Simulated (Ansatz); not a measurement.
Cost and result for the atomization energy of CH6ClFO2Si2, SMILES `O[Si@H](F)C[Si@@H](O)Cl` (13 atoms, 12 bonds).

Cartesian coordinates in Å:
```
O 0.245 0.520 1.873
Si 1.311 0.355 0.628
F 2.357 1.559 0.680
C 0.290 0.433 -0.902
Si -1.148 -0.758 -0.979
O -1.787 -1.002 0.500
Cl -2.567 0.028 -2.244
H 0.576 0.519 2.772
H 2.113 -0.880 0.780
H -0.117 1.450 -0.969
H 0.923 0.286 -1.783
H -0.765 -2.061 -1.561
H -1.430 -0.449 1.205
```

Charge 0, multiplicity 1. The geometry is a stationary point of PBE0-D4/def2-TZVP. It is one conformer, not always the lowest. Program: Ansatz. All runs use 2 threads of an AMD EPYC 7R13 on a shared host and a share of an NVIDIA H100 80 GB. Times are those of one run each, without the atoms' runs, and a repeat can differ threefold. Electronic energies, without spin–orbit coupling; frozen cores. CCSD(T)/CBS adds CCSD(T) − MP2 in def2-TZVPP to the MP2 limit, and its time is that of the two runs behind it. T1 = 0.011. B3LYP takes the VWN-RPA correlation (the form of Gaussian; ORCA's B3LYP/G).

CCSD(T)/CBS is a level of theory with its own doubt, some kJ/mol a heavy atom from the limit and from the frozen cores, so smaller differences don't rank the functionals.

```tsv
level	functions	wall time
r2SCAN-D4/def2-TZVPP (with forces)	334	3.6 s
PBE-D4/def2-TZVPP (with forces)	334	3.7 s
ωB97X-V/def2-TZVPP	334	3.9 s
PBE0-D4/def2-TZVPP	334	4.5 s
B3LYP-D4/def2-TZVPP (with forces)	334	4.8 s
B2PLYP/def2-TZVPP	334	6 s
ωB97M-V/def2-TZVPP (with forces)	334	6.5 s
MP2/def2-QZVPP	618	7.5 s
CCSD(T)/def2-TZVPP	334	15 s
CCSD(T)/CBS(def2)	–	23 s
```

(1) What atomization energy does each give, and how far from CCSD(T)/CBS? (Best estimate.)

## Answers

(1) Ansatz gave: 
```csv
level,atomization (kJ/mol),difference from CCSD(T)/CBS,per bond
r2SCAN-D4/def2-TZVPP (with forces),5054.5,-12.6,-1.1
PBE-D4/def2-TZVPP (with forces),5082.3,15.2,1.3
ωB97X-V/def2-TZVPP,5057.7,-9.4,-0.8
PBE0-D4/def2-TZVPP,4998.2,-68.9,-5.7
B3LYP-D4/def2-TZVPP (with forces),5003.8,-63.3,-5.3
B2PLYP/def2-TZVPP,4971.3,-95.8,-8.0
ωB97M-V/def2-TZVPP (with forces),5061.7,-5.4,-0.5
MP2/def2-QZVPP,5138.6,71.5,6.0
CCSD(T)/def2-TZVPP,4913.3,-153.8,-12.8
CCSD(T)/CBS(def2),5067.1,0.0,0.0
```

In def2-TZVPP, CCSD(T) changes the Hartree–Fock value by +1210.1 kJ/mol (the triples alone add +74.2 kJ/mol) and MP2 by +1342.9 kJ/mol; breaking electron pairs costs correlation energy, which Hartree–Fock lacks. From PBE to PBE0 (25 % exact exchange), in def2-TZVPP and without D4, the atomization energy moves by −78.8 kJ/mol: exact exchange takes away binding that semilocal exchange gives to molecules. The D4 term adds +58.6 kJ/mol with B3LYP and +31.0 kJ/mol with PBE0; it sums over pairs of atoms, weighted by their polarisabilities, and B3LYP, whose exchange is more repulsive, gets the larger term.
